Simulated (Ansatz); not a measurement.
Geometry optimisation, RKS PBE0-D4/def2-SVP (Ansatz 0.2.0).

Input:

```yaml
crystal:
  periodic: [false, false, false]
  atoms:
    - { symbol: Ta, position_ang: [0.0, 0.0, 0.0] }
    - { symbol: O, position_ang: [2.37, 0.0, 0.0] }
    - { symbol: H, position_ang: [2.7071, -0.5308, 0.7903] }
    - { symbol: F, position_ang: [0.0, 0.0, 1.93] }
    - { symbol: Cl, position_ang: [0.0, 0.0, -2.47] }
    - { symbol: Cl, position_ang: [-1.235, 2.139, 0.0] }
    - { symbol: Cl, position_ang: [-1.235, -2.139, 0.0] }
    - { symbol: H, position_ang: [0.6622, -1.7344, -0.9815] }
    - { symbol: H, position_ang: [1.6714, -1.3112, -0.742] }
basis:
  gaussian: { orbitals: def2-SVP }
hamiltonian:
  xc: pbe0
  dispersion: d4
relax:
  f_tol: 0.15
  max_steps: 25
  restrain:
    - { distance: [0, 7], at: 3.0, k: 30.0 }
    - { distance: [8, 1], at: 2.21, k: 30.0 }
    - { distance: [0, 1], at: 2.02, k: 30.0 }
    - { distance: [8, 7], at: 0.66, k: 30.0 }
```

Command:

```bash
$ ansatz run input.yaml --threads 4 --pin off --max-ram 5120MiB --backend cpu --events-out ev --progress --plain --runs-dir out
```

Q: Where does it end, and by what steps?

A: The forces met the threshold. The restraints hold the end off the free minimum. After 13 steps the energy has fallen by 3.691 eV (the restraints' own energy left out); H8 moved furthest, 1.02 Å. Parted: Ta1–H8 (2.10 → 3.00 Å), Ta1–H9 (2.25 → 2.80 Å). Joined: H8–H9 (1.12 → 0.72 Å).

| step | energy less start (eV) | largest force component (eV/Å) | accepted |
| --- | --- | --- | --- |
| 0 | 0.0000 | 3.023 | yes |
| 1 | -0.8054 | 3.213 | yes |
| 2 | -1.6030 | 3.688 | yes |
| 3 | -2.5655 | 3.305 | yes |
| 4 | -3.2703 | 1.909 | yes |
| 5 | -3.5764 | 2.216 | yes |
| 6 | -3.6038 | 1.982 | yes |
| 7 | -3.6143 | 1.689 | yes |
| 8 | -3.6341 | 1.555 | yes |
| 9 | -3.6707 | 1.668 | yes |
| 10 | -3.6824 | 1.719 | yes |
| 11 | -3.6989 | 1.477 | no |
| 12 | -3.6883 | 1.584 | yes |
| 13 | -3.6905 | 1.623 | yes |

```xyz
9
Properties=species:S:1:pos:R:3
Ta -0.049 0.107 -0.084
O 1.912 0.219 -0.180
H 2.384 0.082 0.656
F 0.292 -0.365 1.718
Cl -0.065 0.343 -2.388
Cl -1.044 2.085 0.425
Cl -1.559 -1.628 -0.168
H 1.306 -2.487 -0.757
H 1.763 -1.934 -0.696
```

The run took 46 s on 4 threads of Arm Neoverse V1, on a shared host, peak memory 0.34 GiB.
